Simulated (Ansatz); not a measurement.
C2H9AlClN, SMILES `[CH3][Al-]([CH3])([NH3+])[Cl]`, one more setting.

```yaml
crystal:
  periodic: [false, false, false]
  atoms:
    - {symbol: C, position_ang: [-1.666728, 0.945865, 0.181360]}
    - {symbol: Al, position_ang: [0.219947, 0.553582, -0.114838]}
    - {symbol: C, position_ang: [1.286358, -0.307482, 1.407679]}
    - {symbol: N, position_ang: [0.014133, -1.128643, -1.361554]}
    - {symbol: Cl, position_ang: [1.158301, 2.032080, -1.277568]}
    - {symbol: H, position_ang: [-1.879224, 1.692686, 0.952782]}
    - {symbol: H, position_ang: [-2.141671, 0.987918, -0.700678]}
    - {symbol: H, position_ang: [-2.127291, 0.026287, 0.612648]}
    - {symbol: H, position_ang: [1.462742, 0.481643, 2.180776]}
    - {symbol: H, position_ang: [2.333634, -0.575665, 1.055575]}
    - {symbol: H, position_ang: [0.862276, -1.279365, 1.832532]}
    - {symbol: H, position_ang: [-0.410855, -1.754615, -1.133359]}
    - {symbol: H, position_ang: [1.215477, -1.148315, -1.687268]}
    - {symbol: H, position_ang: [-0.233245, -0.607866, -2.283849]}
basis:
  gaussian: {orbitals: x2c-TZVPPall, fitting: {mean_field: def2-universal-jkfit}, nuclear_model: gaussian, point_charges: [{charge: -1.00, position_ang: [5.259, 0.111, 0.066]}]}
total_charge: 1
magnetization: {spin_polarized: true, initial_magnetization: 1}
hamiltonian: {xc: {name: PBE0}}
output: {forces: true}
```

```sh
$ ansatz run in.yaml --threads 4 --pin off --events-out ev --progress --plain --max-ram 10444MiB
```

Shortened log:

```
Functional definition: PBE0
645 factors; integrals over basis functions are off by at most 1.4e0 eV
mean field evaluation 1: about -22839.7897 eV, gradient 7.7e1 eV
mean field evaluation 2: about -22805.4837 eV, gradient 1.1e2 eV
mean field evaluation 4: about -22865.5288 eV, gradient 1.7e1 eV
mean field evaluation 8: about -22867.2703 eV, gradient 9.4e-1 eV
mean field evaluation 16: about -22867.2776 eV, gradient 3.8e-3 eV
mean field -22867.27758587 eV, -840.3569512833 hartree, gradient 6.5e-5 eV, S^2 0.759573; 0 other end points of the search recorded, 0 dependent functions left out
reference -22867.27761916 eV, -840.3569525067 hartree; 29, 28 occupied and 274, 275 virtual orbitals, 645 factors
Total energy: -22867.27761916 eV, -840.3569525067 hartree
Relativity: scalar
Atom 0 at    -1.666728     0.945865     0.181360 Å, force     0.113729    -1.611573     4.816800 eV/Å
Atom 1 at     0.219947     0.553582    -0.114838 Å, force     0.292123    -0.448149    -1.029539 eV/Å
Atom 2 at     1.286358    -0.307482     1.407679 Å, force     2.064605    -1.519207     2.154319 eV/Å
Atom 3 at     0.014133    -1.128643    -1.361554 Å, force    16.507385    21.115433    -9.408579 eV/Å
Atom 4 at     1.158301     2.032080    -1.277568 Å, force    -0.013377    -0.423991     0.163214 eV/Å
Atom 5 at    -1.879224     1.692686     0.952782 Å, force     0.165688     0.343420    -0.658091 eV/Å
Atom 6 at    -2.141671     0.987918    -0.700678 Å, force    -1.411533     1.100740    -3.552706 eV/Å
Atom 7 at    -2.127291     0.026287     0.612648 Å, force     0.610400     0.186231     0.045174 eV/Å
Atom 8 at     1.462742     0.481643     2.180776 Å, force    -0.709899    -0.363512    -0.603068 eV/Å
Atom 9 at     2.333634    -0.575665     1.055575 Å, force    -0.992962     0.622966    -0.636306 eV/Å
Atom 10 at     0.862276    -1.279365     1.832532 Å, force    -0.155305     1.563044    -0.690259 eV/Å
Atom 11 at    -0.410855    -1.754615    -1.133359 Å, force   -10.779247   -17.399424     5.465819 eV/Å
Atom 12 at     1.215477    -1.148315    -1.687268 Å, force    -4.548984    -1.263898     1.770466 eV/Å
Atom 13 at    -0.233245    -0.607866    -2.283849 Å, force    -0.490253    -1.774984     2.111419 eV/Å
Dipole moment:     0.253695    -1.169475     0.176037 e Å
```

It took 9 s on 4 threads of an Arm Neoverse V1 on a shared host, with 0.66 GiB of host memory at the peak.
